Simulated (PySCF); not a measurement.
## Electron correlation in Se (selenium, neutral)

[Ar] 3d10 4s2 4p4, high-spin 3P determinant. Computed with PySCF 2.14 in 6-31G*, with the non-relativistic Hamiltonian (point nucleus). Frozen: [Ar] 3d10; 6 electrons correlated.

MP2 pair energies summed by pair of shells (mhartree):

| pair | energy | share (%) |
| --- | --- | --- |
| 4p-4p | -32.44 | 46.6 |
| 4s-4p | -31.03 | 44.6 |
| 4s-4s | -6.10 | 8.8 |

Total MP2 correlation energy: -69.57 mhartree.

Same-spin part -17.00 and opposite-spin part -52.57 mhartree; SCS-MP2 scales them by 1/3 and 6/5 to -68.75 mhartree.

```
  level  correlation energy (mhartree)
   CCSD                         -85.20
    (T)                          -1.10
CCSD(T)                         -86.30
```

Diagnostics: T1 = 0.0062, D1 = 0.0202, largest double amplitude 0.051.

Cost of the coupled-cluster step: 0.12 s of wall time on 1 thread of Neoverse-V2 (shared host), for 6 correlated electrons.
